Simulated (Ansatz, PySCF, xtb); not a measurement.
Process, species as SMILES: C=CB(C)C=C [bis(ethenyl)-methylborane] + 7 [H][H] (H2) → B (BH3) + 5 C (CH4)
Structures are relaxed separately at B3LYP-D3(BJ)/def2-TZVP in Ansatz (an electronic-structure program), one conformer each, not searched for the lowest. Unstable Hartree-Fock reference: C=CB(C)C=C.

Wanted: energy of full hydrogenation (0 K, with B3LYP-D3(BJ) harmonic zero-point energies from PySCF), in kcal/mol. Valence correlation only, unless marked. No spin-orbit coupling. No relativistic terms. CBS marks a two-point X^-3 extrapolation of the correlation energy; Hartree-Fock from the larger set.

```tsv
level	program	energy of full hydrogenation (kcal/mol)	minus last row
GFN1-xTB	xtb	-139.2	-54.7
HF/6-31G*	Ansatz	-121.7	-37.2
BLYP-D3(BJ)/def2-TZVPD	Ansatz + dftd3	-72.4	12.1
revPBE/def2-TZVPD	Ansatz	-81.6	2.9
r2SCAN-D4/def2-TZVPD	Ansatz + dftd4	-84.0	0.5
wB97X-V/def2-TZVPD	Ansatz	-91.5	-7.0
RI-MP2/aug-cc-pVQZ	Ansatz	-82.2	2.3
CCSD(T)/6-31G	Ansatz	-67.1	17.4
CCSD(T)/aug-cc-pVDZ	Ansatz	-87.1	-2.6
CCSD(T)/CBS(cc-pVTZ,cc-pVQZ)	Ansatz	-84.5	0.0
```
